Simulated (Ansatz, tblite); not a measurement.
Forces on the cluster SiB₇ at its PBE-D4/def2-SVP geometry. The state is a doublet with charge 0.

The xTB rows come from tblite. Another isomer (doublet) lies 0.24 eV lower at PBE0-D4/def2-TZVP; other spin states weren't run for this one.

GFN1-xTB (tblite), largest force 2.17 eV/Å:

```xyz
8
positions Å, forces eV/Å
B    -1.056   -0.467   -1.862    0.350   -0.327   -0.200
B    -2.345    0.372   -1.745    0.385   -0.190    0.068
B     0.101   -0.498   -0.744    1.137   -1.322   -1.083
B    -1.335    0.518   -0.477   -0.444    1.161    1.518
B     1.215   -0.467    0.439    0.261   -1.171   -1.722
B    -0.193    0.519    0.682   -1.521    1.355    0.755
B     0.981    0.472    1.795   -0.845    0.697    0.324
Si    2.633   -0.449    1.912    0.676   -0.204    0.341
```

GFN2-xTB (tblite), largest force 2.76 eV/Å:

```
B -0.314 0.522 0.565
B 2.377 -0.694 1.228
B 0.397 -0.395 -0.261
B -0.830 0.372 -0.208
B -0.991 -0.071 -1.129
B 0.418 0.130 0.647
B -1.016 0.100 -0.863
Si -0.040 0.036 0.020
```

PBE-D4/def2-TZVP (Ansatz), largest force 0.60 eV/Å:

```
B -0.162 0.291 0.325
B 0.534 -0.223 0.161
B -0.077 0.074 0.052
B 0.121 -0.103 -0.050
B -0.244 0.127 -0.033
B 0.063 -0.084 -0.077
B -0.039 -0.167 -0.323
Si -0.196 0.085 -0.055
```
